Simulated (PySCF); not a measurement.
Structure problem from calculated spectra and properties.

Elements present: C, H, O and P. Monoisotopic mass: 116.0391 u.

* 1H NMR: chemical shifts (computed TMS as zero) by class: 6.79 (1 H), 5.98 (1 H), 5.82 (1 H), 5.48 (1 H), 3.15 (1 H), 2.08 (1 H), 2.07 (1 H), 1.89 (1 H), 0.79 (1 H) ppm [GIAO PBE0/pcSseg-1]
* 13C NMR: chemical shifts (computed TMS as zero) by class: 143.7 (1 C), 126.0 (1 C), 56.4 (1 C), 34.4 (1 C), 14.7 (1 C) ppm [GIAO PBE0/pcSseg-1]
* Rotational structure: rotational constants A, B, C: 3.120, 1.988, 1.317 GHz [PBE0-D3(BJ)/def2-SVP]
* UV, strongest line: among the 10 lowest singlet transitions: S5 at 7.56 eV (164 nm, f = 0.134) [TDDFT wB97X-D/def2-SVPD]
* Valence photoelectron: vertical ionisation energy: 9.68 eV [ΔSCF wB97X-D/def2-SVPD]
* Triplet: lowest triplet excitation (Tamm–Dancoff): 4.44 eV [TDA wB97X-D/def2-SVPD]
* Dipole: 4.57 D [wB97X-D/def2-SVPD]
* Polarisability: 82.9 au [wB97X-D/def2-SVPD]
* UV, first state: lowest singlet excitation: 6.96 eV (178 nm, f = 0.048) [TDDFT wB97X-D/def2-SVPD]
* NMR, other nuclei: isotropic shieldings of nuclei other than C and H, by class: 173 (1 O), 309 (1 P) ppm [GIAO PBE0/pcSseg-1]

Electronic properties: PySCF, gas phase, density fitting. Levels stand in brackets. One conformer (not necessarily the lowest) at the PBE0-D3(BJ)/def2-SVP geometry, without solvent, vibrations or thermal averaging. Each NMR value is the plain mean over a class of atoms that symmetry, rotation or inversion makes alike.

Question: Which formula fits the mass and the elements?

Answer: C5H9OP (calculated 116.0391). No other formula that holds each of these elements comes within 0.0003 u with a fitting electron parity and a possible valence count.

Question: Give a SMILES that accounts for the data.

Answer: Numbering: `[CH2:1]=[CH:2][C@@H:3]1[CH2:4][CH2:5][P@H:6]1=[O:7]`. 5 carbons fall into 5 classes; from least to most shielded: alkene CH carbon [C2] (143.7 ppm), terminal =CH2 carbon [C1] (126.0 ppm), ring sp3 carbon bound to phosphorus [C3] (56.4 ppm), ring sp3 carbon bound to phosphorus [C5] (34.4 ppm), four-membered-ring carbon [C4] (14.7 ppm). Hydrogen classes from least to most shielded: 1 H on a phosphoryl phosphorus, P6 (6.79 ppm), 1 H on an alkene CH carbon, C2 (5.98 ppm), 1 H on a terminal =CH2 carbon, C1 (5.82 ppm), 1 H on a terminal =CH2 carbon, C1 (5.48 ppm), 1 H on an sp3 carbon bound to phosphorus, C3 (3.15 ppm), 1 H on an sp3 carbon bound to phosphorus, C5 (2.08 ppm), 1 H on an sp3 carbon bound to phosphorus, C5 (2.07 ppm), 1 H on a four-membered-ring carbon, C4 (1.89 ppm), 1 H on a four-membered-ring carbon, C4 (0.79 ppm). The other shieldings belong to: 173 ppm, phosphoryl oxygen [O7]; 309 ppm, phosphoryl phosphorus [P6]. The first electron is taken from the HOMO, whose largest Löwdin shares are 0.25 on the phosphoryl oxygen, 0.20 on the terminal =CH2 carbon, 0.19 on the alkene CH carbon and 0.09 on an sp3 carbon bound to phosphorus. The optimised geometry has point group C1 and is an asymmetric top. Structure: `C=C[C@@H]1CC[P@H]1=O`. The assignments are read from this structure; whether some other isomer fits the data as well wasn't checked. The mirror image fits equally.

The values belong to the conformer `[CH2:1]=[CH:2][C@@H:3]1[CH2:4][CH2:5][P@H:6]1=[O:7]`: C1–C2–C3–C4 132°.
